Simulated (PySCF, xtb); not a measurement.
Sn(Cl)(OMe) (CH3ClOSn), SMILES C[O][Sn][Cl] (connectivity only; charge and spin as stated), neutral, multiplicity 1.

GFN2-xTB (xtb) at its own geometry gives an orbital gap of 3.98 eV and a dipole moment of 4.05 D.

The structure is a stationary point at PBE0-D3(BJ)/def2-SVP. The def2 effective core potentials stand for the cores of Sn; spin–orbit coupling is left out. Other conformers were not sampled.

What does PySCF with PBE0/def2-TZVP give? (An estimate is asked for; the answer gives what the named calculation found.)

gap 5.30 eV (levels -7.87 and -2.57 eV), dipole 2.07 D.
